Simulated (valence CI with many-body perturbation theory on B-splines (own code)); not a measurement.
# Level structure of Bi XII

Level of theory: relativistic CI+MBPT: four valence electrons over a frozen Dirac-Fock core [Xe] 4f14, a basis of 7 s, 7 p, 8 d, 6 f, 4 g, 1 h functions for each j, with the one-electron correlation potential Σ1, the two-electron term Σ2, the three-electron term Σ3, Breit, model QED; selected CI, second order for the rest, scaled by the run's own slope (own B-spline code, finite nucleus).

No measured spectrum was set against this ion. As an estimate, terms of the open shell hold to 2 to 4 % of their energy, and close levels can change places. Excitations out of the core, of the other parity, are not computed and may begin above about 52.4 eV (a cautious bound); beyond it only levels of the ground parity were kept, without lifetimes.

Levels 1 to 45 of 72, with energies above the lowest level, (5d3/2^4) J=0. "Leading %" is the weight of the configuration and term that name the level; weights of strongly mixed levels are sums over their largest components and can fall short. In the jj column 3d3/2^4 stands for four electrons in 3d with j = 3/2. Lifetimes count E1, E2, E3, M1 and M2 decay at the calculated energies, and are blank where another channel may lead or the interval is too uncertain; long ones can be off by a factor of two.

```
No.  Configuration  Term  J  E (eV)  Leading %      g  Lifetime  Second component               Leading jj
  1            5d4    3P  0   0.000         50                        41 % 5d4 5D           5d3/2^4 (92 %)
  2            5d4    5D  1   2.594         72  1.499   3.46 ms       28 % 5d4 3P     5d3/2^3 5d5/2 (93 %)
  3            5d4    5D  2   4.097         73  1.389   15.7 ms        8 % 5d4 3D     5d3/2^3 5d5/2 (62 %)
  4            5d4    3F  4   4.674         31  1.150                 21 % 5d4 5D     5d3/2^3 5d5/2 (90 %)
  5            5d4    5D  3   4.837         54  1.304    165 ms       21 % 5d4 3F     5d3/2^3 5d5/2 (65 %)
  6            5d4    5D  0   6.912         55           637 μs       26 % 5d4 3P   5d3/2^2 5d5/2^2 (89 %)
  7            5d4    5D  4   7.246         42  1.147   3.05 ms       42 % 5d4 3H   5d3/2^2 5d5/2^2 (86 %)
  8            5d4    3F  2   7.683         39  1.018   1.23 ms       22 % 5d4 1D   5d3/2^2 5d5/2^2 (68 %)
  9            5d4    3G  3   7.688         53  1.023   2.27 ms       30 % 5d4 5D   5d3/2^2 5d5/2^2 (68 %)
 10            5d4    3H  5   8.366         71  1.081   4.58 ms       29 % 5d4 3G   5d3/2^2 5d5/2^2 (99 %)
 11            5d4    3P  1   8.667         57  1.232   1.31 ms       27 % 5d4 3D   5d3/2^2 5d5/2^2 (84 %)
 12            5d4    3H  6   8.914         58  1.096    1.15 s       42 % 5d4 1I   5d3/2^2 5d5/2^2 (96 %)
 13            5d4    3G  4   9.538         62  1.031   8.56 ms       32 % 5d4 1G   5d3/2^2 5d5/2^2 (93 %)
 14            5d4    3D  2   9.674         40  1.137   6.75 ms       31 % 5d4 3P   5d3/2^2 5d5/2^2 (90 %)
 15            5d4    3F  3   9.689         42  1.146   2.53 ms       36 % 5d4 3D   5d3/2^2 5d5/2^2 (86 %)
 16            5d4    3F  4  11.098         42  1.210   1.06 ms       28 % 5d4 5D     5d3/2 5d5/2^3 (61 %)
 17            5d4    3F  2  11.518         37  1.035    853 μs       30 % 5d4 1D   5d3/2^2 5d5/2^2 (76 %)
 18            5d4    3F  3  11.941         48  1.120    696 μs       20 % 5d4 3G     5d3/2 5d5/2^3 (88 %)
 19            5d4    3G  5  12.685         71  1.151   1.57 ms       29 % 5d4 3H     5d3/2 5d5/2^3 (99 %)
 20            5d4    3D  1  12.721         69  0.807    513 μs       21 % 5d4 3P     5d3/2 5d5/2^3 (88 %)
 21            5d4    3F  4  12.892         48  1.113   1.49 ms       38 % 5d4 1G   5d3/2^2 5d5/2^2 (70 %)
 22            5d4    1I  6  12.964         58  1.069   1.63 ms       42 % 5d4 3H     5d3/2 5d5/2^3 (96 %)
 23            5d4    3P  2  13.402         61  1.340   2.55 ms       22 % 5d4 3D   5d3/2^2 5d5/2^2 (61 %)
 24            5d4    1S  0  14.023         54           858 μs       45 % 5d4 3P     5d3/2 5d5/2^3 (78 %)
 25            5d4    3F  2  14.316         59  0.980    779 μs       33 % 5d4 3P     5d3/2 5d5/2^3 (59 %)
 26            5d4    1F  3  14.390         44  1.087   1.01 ms       32 % 5d4 3D     5d3/2 5d5/2^3 (92 %)
 27            5d4    3F  3  16.391         70  1.065   1.25 ms       27 % 5d4 1F     5d3/2 5d5/2^3 (98 %)
 28            5d4    3P  1  16.431         94  1.460    716 μs                       5d3/2 5d5/2^3 (95 %)
 29            5d4    1G  4  16.730         77  1.034    602 μs       15 % 5d4 3F     5d3/2 5d5/2^3 (69 %)
 30            5d4    3P  0  16.790         52          1.41 ms       45 % 5d4 1S   5d3/2^2 5d5/2^2 (60 %)
 31            5d4    1D  2  16.939         54  1.085    787 μs       24 % 5d4 3P     5d3/2 5d5/2^3 (46 %)
 32            5d4    3F  4  17.530         54  1.160    484 μs       24 % 5d4 1G           5d5/2^4 (70 %)
 33            5d4    1D  2  19.881         67  1.010    448 μs       14 % 5d4 3D           5d5/2^4 (50 %)
 34            5d4    1S  0  23.992         74           255 μs       25 % 5d4 3P           5d5/2^4 (65 %)
 35         5d3 6s    5F  1  47.490         70  0.189   2.09 μs    24 % 5d3 6s 3D        5d3/2^3 6s (84 %)
 36         5d3 6s    5F  2  48.121         48  1.038   1.51 μs    20 % 5d3 6s 3D        5d3/2^3 6s (83 %)
 37         5d3 6s    5F  3  50.570         81  1.235   1.82 μs     8 % 5d3 6s 3D  5d3/2^2 5d5/2 6s (91 %)
 38         5d3 6s    5F  2  51.104         42  1.088   1.38 μs    22 % 5d3 6s 3F  5d3/2^2 5d5/2 6s (82 %)
 39         5d3 6s    5F  4  51.854         61  1.238   1.75 μs    26 % 5d3 6s 3G  5d3/2^2 5d5/2 6s (77 %)
 40         5d3 6s    5P  1  51.979         54  1.878   1.64 μs    29 % 5d3 6s 3P  5d3/2^2 5d5/2 6s (92 %)
 41         5d3 6s    3F  2  52.134         43  1.245   1.12 μs    36 % 5d3 6s 5P  5d3/2^2 5d5/2 6s (98 %)
 42         5d3 6s    3G  5  52.410         42  1.218   1.52 μs    32 % 5d3 6s 5F  5d3/2^2 5d5/2 6s (86 %)
 43         5d3 6s    3G  3  52.821         48  0.929              43 % 5d3 6s 3F  5d3/2^2 5d5/2 6s (92 %)
 44         5d3 6s    3P  1  53.141         33  1.234              32 % 5d3 6s 1P  5d3/2^2 5d5/2 6s (86 %)
 45         5d3 6s    3H  4  53.146         44  0.967              27 % 5d3 6s 1G  5d3/2^2 5d5/2 6s (95 %)
```

The ionisation energy to 5d3 4F_3/2 of the next ion comes out as 209.02 eV (NIST: 208 ± 2.5 eV (theoretical)). All 72 levels together are meant to be complete up to 52.410 eV.
